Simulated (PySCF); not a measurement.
C2H11GeNSi.
SMILES with atom numbers: `[CH3:1][NH:2][GeH2:3][CH2:4][SiH3:5]` (hydrogens: H6, H7, H8 on C1; H9 on N2; H10, H11 on Ge3; H12, H13 on C4; H14, H15, H16 on Si5)

Computed, not measured: PBE0-D3(BJ)/def2-SVP geometry optimisation, gas phase (PySCF 2.14.0).

(1) Give the optimised bond lengths and angles.

Answers

(1) 
```tsv
bond	length (pm)
C1–N2	144.4
N2–Ge3	184.0
Ge3–C4	195.3
C4–Si5	188.4
C1–H6, C1–H7, C1–H8	110.5
N2–H9	101.5
Ge3–H10	155.2
Ge3–H11	154.0
C4–H12, C4–H13	110.2
Si5–H14, Si5–H15, Si5–H16	149.5
```

Bonds in one row agree within 1 pm and their mean is given. A selection of angles:
```tsv
angle	degrees
N2–C1–H6	110.0
N2–C1–H7	115.1
N2–C1–H8	110.7
H6–C1–H7	107.0
H6–C1–H8	106.1
C1–N2–Ge3	120.3
C1–N2–H9	112.5
Ge3–N2–H9	114.1
N2–Ge3–C4	106.1
N2–Ge3–H10	113.0
N2–Ge3–H11	105.7
C4–Ge3–H10	110.6
H10–Ge3–H11	110.0
Ge3–C4–Si5	111.9
Ge3–C4–H12	109.0
Si5–C4–H12	109.8
H12–C4–H13	106.7
C4–Si5–H14	111.3
C4–Si5–H16	109.8
H14–Si5–H15	109.4
H14–Si5–H16	107.7
```

Torsions: C1–N2–Ge3–C4 -72° (synclinal); N2–Ge3–C4–Si5 -37° (synclinal). The mirror-image conformer, all signs reversed, is as good.

Ge3 (germanium bonded to C, N and 2 H) is distorted tetrahedral (angles from 105.7° to 113.0°). Of the pairs four or more bonds apart, C1···Si5 is among the closest relative to their van der Waals radii: 3.93 Å, 103 % of the sum of Bondi's values. N2 (nitrogen bonded to C, Ge and H) is pyramidal (angles 120.3°, 114.1° and 112.5°, sum 346.9°, 0.29 Å off the plane of its three neighbours). Si5 (SiH3 silicon) is tetrahedral (angles from 107.7° to 111.3°).

Point group: C1 (no symmetry element, even within 0.4 Å). No frequency check. One conformer, not necessarily the lowest.
